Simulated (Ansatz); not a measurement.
Consider the formal exchange of groups at a C–C bond: `BN(B)CC=C` + `F[SiH](Cl)Cl` → `C=C[Si](F)(Cl)Cl` + `BN(B)C`.

Program: Ansatz. Geometries: PBE0-D4/def2-TZVP. ΔE: electronic, gas phase. CBS: MP2 limit from def2 TZ/QZ plus the TZ coupled-cluster correction, frozen cores. This one scheme is used for every species. DFT in def2-TZVPP. One conformer a species, not always the lowest.

`BN(B)CC=C`:

Cartesian coordinates in Å:
```
B 0.354 -1.572 1.005
N -0.178 -0.266 0.835
B -1.540 0.019 1.113
C 0.691 0.800 0.348
C 0.718 0.928 -1.140
C 0.043 0.185 -2.005
H 1.518 -1.758 0.797
H -0.372 -2.448 1.363
H -2.254 -0.868 1.469
H -1.936 1.142 0.992
H 0.367 1.753 0.779
H 1.711 0.626 0.708
H 1.366 1.719 -1.510
H -0.615 -0.614 -1.684
H 0.129 0.355 -3.071
```

`F[SiH](Cl)Cl`:

```xyz
5

F    -0.713   -0.957   -1.095
Si   -0.043   -0.095    0.048
Cl   -0.969    1.703    0.117
Cl    1.916    0.145   -0.399
H    -0.192   -0.796    1.328
```

`C=C[Si](F)(Cl)Cl`:

Cartesian coordinates in Å:
```
C 1.276 -0.804 -0.510
C 0.696 0.081 0.296
Si -1.093 0.461 0.187
F -1.745 -0.413 -0.962
Cl -1.419 2.416 -0.260
Cl -2.060 0.029 1.920
H 2.336 -1.027 -0.445
H 0.715 -1.341 -1.269
H 1.293 0.598 1.043
```

`BN(B)C`:

```xyz
11

B    -0.683    0.203    1.325
N     0.008    0.118    0.090
B     0.829    1.189   -0.354
C    -0.114   -1.076   -0.747
H    -1.370   -0.713    1.678
H    -0.564    1.189    1.986
H     1.400    1.088   -1.403
H     0.931    2.163    0.325
H    -0.519   -0.819   -1.728
H    -0.779   -1.798   -0.274
H     0.861   -1.543   -0.896
```

```csv
level,ΔE (kcal/mol)
PBE-QIDH,-8.3
SCS-MP2/def2-TZVPP,-8.1
```

(1) What does CCSD(T)/CBS give? (Best estimate.)

Largest T1 diagnostic among the species: 0.012.

Answers

(1) Ansatz gave: -8.4 kcal/mol. The listed levels differ from it by 0.1, 0.3 kcal/mol.

In def2-TZVPP, CCSD(T) changes the Hartree–Fock value by +0.8 kcal/mol (the triples alone add +0.0 kcal/mol) and MP2 by +0.9 kcal/mol. At CCSD(T), def2-SVP lies +1.4 kcal/mol from the extrapolated value and def2-TZVPP +0.3 kcal/mol.
